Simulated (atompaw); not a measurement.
## Logarithmic derivatives: nitrogen (N), PAW (atompaw)

atompaw 4.2.0.5 input, output lines left out:

```
N 7
GGA-PBE loggrid 1500 logderivrange -6 5 276
2 2 0 0 0 0
2 1 1
0 0 0
c
v
v
1
1.35 1.20 1.00 0.95
y
0.35
n
y
-1.15
n
custom rrkj gramschmidtortho sinc
2 0 ultrasoft
1.35
1.35
1.35
1.35
```

The phase is arctan(r·u′/u) with u = r·R(r), unwrapped; energies in Ry, scanned from -6 to 5 Ry. A pole is an energy at which the radial function vanishes at the test radius. The pseudo phase is shifted by a multiple of π to meet the all-electron one at the reference energy, and phase errors are pseudo minus all-electron; the curves can meet again beyond the range given. Levels narrower than the energy grid can be missing from the lists of poles.

```csv
channel,radius (bohr),reference energy (Ry),"poles, all-electron","poles, pseudo",unbroken range about the reference energy with phases within 0.05 rad,phase error 1 Ry above the reference energy (rad)
s,1.35,-3.61,-0.16,-0.16,the whole range,-0.000
p,1.35,-2.76,-0.28,-0.28,the whole range,-0.000
```

Phases in the s channel:

| E (Ry) | all-electron | pseudo |
| --- | --- | --- |
| -6.00 | 0.861 | 0.860 |
| -5.52 | 0.702 | 0.701 |
| -5.04 | 0.450 | 0.449 |
| -4.56 | 0.061 | 0.060 |
| -4.08 | -0.415 | -0.416 |
| -3.60 | -0.812 | -0.812 |
| -3.12 | -1.072 | -1.072 |
| -2.64 | -1.237 | -1.237 |
| -2.16 | -1.346 | -1.346 |
| -1.68 | -1.423 | -1.424 |
| -1.20 | -1.482 | -1.482 |
| -0.72 | -1.527 | -1.528 |
| -0.24 | -1.565 | -1.565 |
| 0.24 | -1.597 | -1.597 |
| 0.72 | -1.626 | -1.626 |
| 1.20 | -1.651 | -1.651 |
| 1.68 | -1.676 | -1.676 |
| 2.16 | -1.699 | -1.699 |
| 2.64 | -1.722 | -1.723 |
| 3.12 | -1.746 | -1.746 |
| 3.60 | -1.770 | -1.772 |
| 4.08 | -1.796 | -1.798 |
| 4.56 | -1.825 | -1.828 |
